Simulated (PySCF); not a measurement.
PySCF input (BP86/def2-SVP):

```python
from pyscf import gto, dft

mol = gto.M(
    atom='''
    Be   -0.00000000   -0.00000000   -0.88442103
    O     0.00000000    0.00000000    0.44221052
    ''',
    basis='def2-svp',
    charge=0,
    spin=0,
    verbose=4,
)

mf = dft.RKS(mol, xc='bp86')
mf.grids.level = 3
mf.conv_tol = 1e-9
mf.max_cycle = 100
mf.max_memory = 1500
mf.kernel()
if not mf.converged:
    mf = mf.newton()
    mf.kernel(mf.make_rdm1())
mf.dip_moment()
```

Output:

```
PySCF version 2.14.0

[INPUT] verbose = 4
[INPUT] num. atoms = 2
[INPUT] num. electrons = 12
[INPUT] charge = 0
[INPUT] spin (= nelec alpha-beta = 2S) = 0
[INPUT] symmetry False subgroup None
[INPUT] Mole.unit = angstrom
[INPUT] Symbol           X                Y                Z      unit          X                Y                Z       unit  Magmom
[INPUT]  1 Be     0.000000000000   0.000000000000  -0.884421030000 AA    0.000000000000   0.000000000000  -1.671313525506 Bohr   0.0
[INPUT]  2 O      0.000000000000   0.000000000000   0.442210520000 AA    0.000000000000   0.000000000000   0.835656772202 Bohr   0.0

nuclear repulsion = 12.764411301269
number of shells = 11
number of NR pGTOs = 43
number of NR cGTOs = 23
basis = def2-svp
ecp = {}

******** <class 'pyscf.dft.rks.RKS'> ********
method = RKS
initial guess = minao
damping factor = 0
level_shift factor = 0
DIIS = <class 'pyscf.scf.diis.CDIIS'>
diis_start_cycle = 1
diis_space = 8
diis_damp = 0
SCF conv_tol = 1e-09
SCF conv_tol_grad = None
SCF max_cycles = 100
direct_scf = True
direct_scf_tol = 1e-13
XC library pyscf.dft.libxc version 7.1.2
    S. Lehtola, C. Steigemann, M. J. T. Oliveira, and M. A. L. Marques,  SoftwareX 7, 1–5 (2018)
XC functionals = bp86
    A. D. Becke,  Phys. Rev. A 38, 3098 (1988)
    J. P. Perdew,  Phys. Rev. B 33, 8822 (1986)
    J. P. Perdew,  Phys. Rev. B 34, 7406–7406 (1986)
radial grids:
    Treutler-Ahlrichs [JCP 102, 346 (1995); DOI:10.1063/1.469408] (M4) radial grids

becke partition: Becke, JCP 88, 2547 (1988); DOI:10.1063/1.454033
pruning grids: <function nwchem_prune>
grids dens level: 3
symmetrized grids: False
atomic radii adjust function: <function treutler_atomic_radii_adjust>
small_rho_cutoff = 0
Set gradient conv threshold to 3.16228e-05
Initial guess from minao.
tot grids = 27808
init E= -89.8794444714615
  HOMO = -0.436787806357618  LUMO = -0.16417028061921  gap/eV = 7.41830
cycle= 1 E= -89.4415409867025  delta_E= 0.438  |g|= 1.23  |ddm|= 1.84
  HOMO = -0.0799730960251953  LUMO = 0.0681480745011855  gap/eV = 4.03058
cycle= 2 E= -83.1468058944475  delta_E= 6.29  |g|= 3.31  |ddm|=  3.3
  HOMO = -0.323201495428626  LUMO = -0.103173789009817  gap/eV = 5.98726
cycle= 3 E= -89.6625384956366  delta_E= -6.52  |g|=  0.7  |ddm|= 3.19
  HOMO = -0.239408350533578  LUMO = -0.167661519801332  gap/eV = 1.95233
cycle= 4 E= -89.8143301803608  delta_E= -0.152  |g|= 0.118  |ddm|= 0.819
  HOMO = -0.232690529111861  LUMO = -0.16703563599954  gap/eV = 1.78656
cycle= 5 E= -89.8156829357827  delta_E= -0.00135  |g|= 0.0787  |ddm|= 0.152
  HOMO = -0.235759464999627  LUMO = -0.172725981695698  gap/eV = 1.71523
cycle= 6 E= -89.8166393019801  delta_E= -0.000956  |g|= 0.0426  |ddm|= 0.0269
  HOMO = -0.234662105263134  LUMO = -0.173707098284507  gap/eV = 1.65867
cycle= 7 E= -89.8169552253674  delta_E= -0.000316  |g|= 0.0222  |ddm|= 0.0163
  HOMO = -0.232704234118579  LUMO = -0.173400470690205  gap/eV = 1.61374
cycle= 8 E= -89.817068883935  delta_E= -0.000114  |g|= 0.000459  |ddm|= 0.0174
  HOMO = -0.232725841666231  LUMO = -0.173392752796687  gap/eV = 1.61454
cycle= 9 E= -89.8170689315788  delta_E= -4.76e-08  |g|= 0.000192  |ddm|= 0.00072
  HOMO = -0.232714454936424  LUMO = -0.173389282906729  gap/eV = 1.61432
cycle= 10 E= -89.8170689405647  delta_E= -8.99e-09  |g|= 1.82e-05  |ddm|= 0.00016
  HOMO = -0.232712966855889  LUMO = -0.173388617993421  gap/eV = 1.61430
cycle= 11 E= -89.8170689406426  delta_E= -7.79e-11  |g|= 2.47e-07  |ddm|= 1.5e-05
  HOMO = -0.232713072211297  LUMO = -0.173388608429125  gap/eV = 1.61430
Extra cycle  E= -89.8170689406423  delta_E= 3.13e-13  |g|= 1.25e-06  |ddm|= 1.11e-06
converged SCF energy = -89.8170689406423
Dipole moment(X, Y, Z, Debye): -0.00000,  0.00000, -5.41819
```
